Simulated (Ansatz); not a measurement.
Geometry optimisation, RKS PBE0/def2-SVP in Ansatz.

input.yaml

```yaml
crystal:
  periodic: [false, false, false]
  atoms:
    - { symbol: B, position_ang: [0.024655, -0.432638, -0.212207] }
    - { symbol: F, position_ang: [0.061569, -0.918118, 1.031553] }
    - { symbol: O, position_ang: [1.149177, -0.400505, -0.962464] }
    - { symbol: H, position_ang: [1.913281, -0.746936, -0.493411] }
    - { symbol: O, position_ang: [-1.13466, 0.012326, -0.741416] }
    - { symbol: H, position_ang: [-1.87385, -0.03473, -0.12799] }
    - { symbol: P, position_ang: [-0.197518, 2.408873, 1.049973] }
    - { symbol: H, position_ang: [0.722684, 3.079798, 1.914057] }
    - { symbol: H, position_ang: [0.761795, 2.249053, 0.007376] }
    - { symbol: H, position_ang: [0.082368, 1.131476, 1.61283] }
basis:
  gaussian: { orbitals: def2-SVP }
hamiltonian:
  xc: pbe0
relax:
  f_tol: 0.03
  max_steps: 50
output:
  orbitals: {}
```

Launched with:

```bash
$ ansatz run input.yaml --threads 2 --pin off --max-ram 3072MiB --backend cpu --events-out ev --progress --plain --runs-dir out
```

**Question.** Where does it end, and by what steps?

**Answer.** It converged. The force dipped under the threshold on the way, but the program's further checks kept it going. After 37 steps the energy has fallen by 0.237 eV; H4 moved furthest, 2.16 Å.

| step | energy less start (eV) | largest force component (eV/Å) | accepted |
| --- | --- | --- | --- |
| 0 | 0.0000 | 0.581 | yes |
| 2 | 0.3095 | 3.612 | no |
| 4 | -0.1115 | 0.121 | yes |
| 6 | -0.1152 | 0.036 | yes |
| 8 | -0.1179 | 0.106 | yes |
| 10 | -0.1193 | 0.386 | no |
| 12 | -0.1243 | 0.231 | yes |
| 14 | -0.1325 | 0.207 | yes |
| 16 | -0.1448 | 0.292 | yes |
| 18 | -0.1599 | 0.372 | yes |
| 20 | -0.1778 | 0.288 | yes |
| 22 | -0.1964 | 0.312 | yes |
| 24 | -0.2182 | 0.113 | yes |
| 26 | -0.2229 | 0.042 | yes |
| 28 | -0.2289 | 0.155 | yes |
| 30 | -0.2339 | 0.121 | yes |
| 32 | -0.2363 | 0.011 | yes |
| 34 | -0.2370 | 0.039 | yes |
| 36 | -0.2373 | 0.024 | yes |
| 37 | -0.2373 | 0.028 | yes |

```xyz
10
Properties=species:S:1:pos:R:3
B 0.274 -0.948 -0.579
F 1.278 -0.668 0.280
O 0.284 -2.127 -1.246
H 1.052 -2.660 -1.019
O -0.726 -0.070 -0.770
H -0.631 0.730 -0.231
P -0.165 2.628 1.294
H -1.105 3.311 2.120
H 0.506 3.813 0.876
H 0.743 2.340 2.353
```

Whether the end is a true minimum wasn't checked by a vibrational analysis.

The run took 75 s on 2 threads of Arm Neoverse V2, on a shared host, peak memory 0.2 GiB.
